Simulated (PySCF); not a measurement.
C8H12O2Si.
Atom-mapped SMILES: `[CH3:1][O:2][SiH2:3][O:4][CH2:5][c:6]1[cH:7][cH:8][cH:9][cH:10][cH:11]1` (hydrogens: H12, H13, H14 on C1; H15, H16 on Si3; H17, H18 on C5; H19 on C7; H20 on C8; H21 on C9; H22 on C10; H23 on C11)

The calculation used PBE0-D3(BJ)/def2-SVP geometry optimisation, gas phase (PySCF).

Give the optimised bond lengths and angles.

```json
{"bond": "C1–O2", "length (bohr)": "2.651"}
{"bond": "O2–Si3", "length (bohr)": "3.123"}
{"bond": "Si3–O4", "length (bohr)": "3.146"}
{"bond": "O4–C5", "length (bohr)": "2.663"}
{"bond": "C5–C6", "length (bohr)": "2.848"}
{"bond": "C6–C7, C6–C11", "length (bohr)": "2.642"}
{"bond": "C7–C8, C10–C11", "length (bohr)": "2.633"}
{"bond": "C8–C9, C9–C10", "length (bohr)": "2.636"}
{"bond": "C1–H12, C1–H13, C1–H14", "length (bohr)": "2.084"}
{"bond": "Si3–H15, Si3–H16", "length (bohr)": "2.812"}
{"bond": "C5–H17, C5–H18", "length (bohr)": "2.087"}
{"bond": "C7–H19, C11–H23", "length (bohr)": "2.066"}
{"bond": "C8–H20, C10–H22", "length (bohr)": "2.065"}
{"bond": "C9–H21", "length (bohr)": "2.065"}
```

Bonds in one row agree within 0.02 bohr and their mean is given. A selection of angles:
```json
{"angle": "C1–O2–Si3", "degrees": "126.3"}
{"angle": "O2–Si3–O4", "degrees": "113.7"}
{"angle": "Si3–O4–C5", "degrees": "123.1"}
{"angle": "O4–C5–C6", "degrees": "111.7"}
{"angle": "C5–C6–C7", "degrees": "119.5"}
{"angle": "C5–C6–C11", "degrees": "121.4"}
{"angle": "C7–C6–C11", "degrees": "119.0"}
{"angle": "C6–C7–C8", "degrees": "120.6"}
{"angle": "C7–C8–C9", "degrees": "120.0"}
{"angle": "C8–C9–C10", "degrees": "119.7"}
```

Dihedral angles: C1–O2–Si3–O4 -66° (synclinal); O2–Si3–O4–C5 -55° (synclinal); Si3–O4–C5–C6 81° (synclinal); O4–C5–C6–C7 60° (synclinal). The mirror-image conformer, all signs reversed, is as good.

O4 (silyl ether oxygen) is bent (angle 123.1°). The 6-membered ring C6–C7–C8–C9–C10–C11 has internal angles of 119.0° to 120.6° (sum 720°, against 720° for a flat polygon); it is planar, 0.00 Å rms from its mean plane, widest ring torsion 0°. Of the pairs four or more bonds apart, C7···H13 is among the closest relative to their van der Waals radii: 2.84 Å, 98 % of the sum of Bondi's values. O2 (silyl ether oxygen) is bent (angle 126.3°). Si3 (oxygen-bound silicon) is distorted tetrahedral (angles from 104.2° to 113.7°). The C–C distances run from 1.392 Å (C7–C8, aromatic) to 1.507 Å (C5–C6, drawn single), a spread of 0.115 Å.

Point group: C1 (no symmetry element, even within 0.4 Å). Stationary, but not proved a minimum. The numbers are those of one conformer.

On an Arm Neoverse V2 with one thread, shared host with 192 logical CPUs at a one-minute load of 36, this took 19 min and 0.97 GiB of memory at its peak. These figures are those of the optimisation.
